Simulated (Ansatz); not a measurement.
Consider the ligand exchange at a Ge–Se bond: `C[Se][GeH2][OH]` + HBr → `[OH][GeH2][Br]` + `C[SeH]`.

Calculated with Ansatz (gas phase, PBE0-D4/def2-TZVP geometries, no zero-point term in ΔE). CBS: MP2 limit from def2 TZ/QZ plus the TZ coupled-cluster correction, frozen cores. DFT in def2-TZVPP. B3LYP here is the variant with VWN-RPA as its local correlation; programs differ in this. For Br, Ge, Se outer-core shells are correlated without core-valence functions, which leaves a few kJ/mol of doubt a bond. Scalar relativity is left out up to krypton. Each species was taken in one conformer, which may not be the lowest.

```tsv
level	ΔE (kJ/mol)	difference from CCSD(T)/CBS
PBE-D4	-18.3	1.8
r2SCAN-D4	-22.5	-2.4
PBE0-D4	-21.4	-1.3
B3LYP-D4	-22.1	-2.0
ωB97X-V	-25.5	-5.4
ωB97M-V	-24.5	-4.4
B2PLYP	-25.5	-5.4
PBE	-22.1	-2.0
r2SCAN	-23.7	-3.6
PBE0	-24.9	-4.8
B3LYP	-28.0	-7.9
HF/def2-TZVPP	-39.5	-19.4
MP2/def2-TZVPP	-20.0	0.1
SCS-MP2/def2-TZVPP	-23.4	-3.3
CCSD/def2-TZVPP	-23.7	-3.6
CCSD(T)/def2-TZVPP	-21.1	-1.0
HF/def2-QZVPP	-40.2	-20.1
MP2/def2-QZVPP	-19.6	0.5
SCS-MP2/def2-QZVPP	-23.4	-3.3
HF/CBS(def2)	-40.3	-20.2
MP2/CBS(def2)	-19.0	1.1
CCSD/CBS(def2)	-22.7	-2.6
CCSD(T)/CBS	-20.1	0
```

Largest T1 diagnostic among the species: 0.011.

In def2-TZVPP, CCSD(T) changes the Hartree–Fock value by +18.4 kJ/mol (the triples alone add +2.6 kJ/mol) and MP2 by +19.5 kJ/mol. The D4 term adds +6.0 kJ/mol with B3LYP and +3.5 kJ/mol with PBE0; it sums over pairs of atoms, weighted by their polarisabilities, and B3LYP, whose exchange is more repulsive, gets the larger term.
